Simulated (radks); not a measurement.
O3+, configuration [He] 2s2 2p1. Calculated with a radial shooting solver on a logarithmic mesh with Libxc functionals: scalar-relativistic Kohn-Sham, PBE, spin-polarised, spherical densities, point nucleus; open shells are filled with parallel spins first.

Unscreened Slater integrals over Kohn-Sham orbitals (cm^-1). They are taken over the spin-up orbitals.

| integral | value |
|---|---|
| F0(2p,2p) | 219570 |
| F2(2p,2p) | 103080 |
| F0(2p,2s) | 210340 |
| G1(2p,2s) | 127010 |
| F0(2p,1s) | 304360 |
| G1(2p,1s) | 40849 |
| F0(2s,2s) | 204260 |
| F0(2s,1s) | 286780 |
| G0(2s,1s) | 24120 |
| F0(1s,1s) | 1038200 |

Derived for the open shells (J is the average intra-shell exchange parameter used in DFT+U). 2p: J = F2/5 = 20620 cm^-1.
